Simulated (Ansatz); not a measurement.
The first iterations of a band of a periodic cell of 19 atoms, PdC18 (surface graphene monolayer, adsorbate Pd).

Theory: Ansatz, DFT PBE, scalar-relativistic, plane waves, PAW. Settings: cutoff 420 eV, k mesh 2x2x1, gaussian smearing 0.02 eV, no spin polarisation.

| Property | Result |
| --- | --- |
| movable images | 5 |
| climbing image | yes |
| spring | 10.0 eV/Å² |
| optimiser | quadratic models (default) |
| start path | straight line |
| force threshold | 0.05 eV/Å |
| iteration limit | 14 |
| end points | relaxed |

Image 0:

```xyz
19
Lattice="7.3980 0.0000 0.0000 -3.6990 6.4069 0.0000 0.0000 0.0000 13.0000" Properties=species:S:1:pos:R:3
C 0.018 0.016 0.980
C 1.250 0.736 0.980
C -1.215 2.151 0.953
C 0.013 2.873 0.963
C -2.445 4.286 0.965
C -1.216 5.009 0.953
C 2.484 0.016 0.977
C 3.715 0.736 0.978
C 1.241 2.142 1.023
C 2.483 2.859 1.131
C 0.014 4.287 0.961
C 1.240 5.017 1.020
C 4.950 0.016 0.979
C 6.182 0.737 0.978
C 3.727 2.143 1.020
C 4.952 2.873 0.963
C 2.483 4.301 1.131
C 3.726 5.017 1.024
Pd 2.476 3.579 3.171
```

Image 6:

Only the atoms that move by more than 0.05 Å are listed.
```
C5 -2.459 4.304 1.010
C9 1.232 2.168 0.959
C10 2.466 2.856 0.983
C11 -0.007 4.304 1.010
C12 1.223 5.015 1.070
C15 3.700 2.168 0.959
C17 2.466 4.294 1.075
Pd19 2.466 4.672 3.136
```

| iteration | highest image above the first end (eV) | largest band force component (eV/Å) |
| --- | --- | --- |
| 1 | 0.084 | 0.326 |
| 2 | 0.083 | 0.208 |
| 3 | 0.084 | 0.215 |
| 4 | 0.082 | 0.125 |

Does the band converge within its limit, and where does its top end?

It did not converge within its limit. It ended after 14 iterations with the highest image 0.057 eV above the first end. The band didn't meet its force threshold, so its energies are provisional: the largest band force was still 0.09 eV/Å, and over the last iterations the top stayed at 0.06 eV. Limits of this set-up: coarse k mesh, slab without dipole correction.

The run took 11 min on 1 thread of Intel(R) Xeon(R) Platinum 8175M CPU @ 2.50GHz (Skylake/Cascade Lake), on a shared host, peak memory 1.1 GiB.
